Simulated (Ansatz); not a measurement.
Reaction (redistribution): `[CH3][GeH]([F])[Br]` + `[SiH3]O[SiH3]` → `[CH3][GeH2][F]` + `[SiH3]O[SiH2]Br`

Program: Ansatz. Geometries: PBE0-D4/def2-TZVP. ΔE: electronic, gas phase. CCSD(T)/CBS is the MP2 limit (def2-TZVPP, def2-QZVPP) plus CCSD(T) − MP2 in def2-TZVPP, frozen cores. DFT in def2-TZVPP. For Br, Ge outer-core shells are correlated without core-valence functions, which leaves a few kJ/mol of doubt a bond. Scalar relativity is left out up to krypton. Each species was taken in one conformer, which may not be the lowest.

Task: Is it downhill or uphill in electronic energy at CCSD(T)/CBS, and by how much? (Estimate.)

Result: Computed: Downhill: ΔE = -3.7 kcal/mol.

Task: What do these levels give: revPBE-D4, BLYP-D4, ωB97M-V, B2PLYP, PBE-QIDH, revPBE, r2SCAN, HF/def2-SVP, MP2/def2-SVP, CCSD/def2-SVP, CCSD(T)/def2-SVP, SCS-MP2/def2-QZVPP? (An estimate is asked.)

Result: The calculation gave: revPBE-D4 -2.8, BLYP-D4 -2.2, ωB97M-V -3.2, B2PLYP -2.4, PBE-QIDH -3.0, revPBE -2.4, r2SCAN -2.9, HF/def2-SVP -1.7, MP2/def2-SVP -1.9, CCSD/def2-SVP -1.9, CCSD(T)/def2-SVP -1.8, SCS-MP2/def2-QZVPP -3.1 kcal/mol.

Largest T1 diagnostic among the species: 0.011.

At CCSD(T), def2-SVP lies +1.9 kcal/mol from the extrapolated value and def2-TZVPP +1.1 kcal/mol. Leaving LDA and LC-ωPBE aside and taking each functional with its dispersion term where it has one, the values, not all of them listed here, spread over 1.1 kcal/mol, from B97M-V to BLYP-D4. LDA lies −1.2 kcal/mol from PBE without D4. In def2-TZVPP, CCSD(T) changes the Hartree–Fock value by −1.1 kcal/mol (the triples alone add −0.0 kcal/mol) and MP2 by −1.3 kcal/mol.
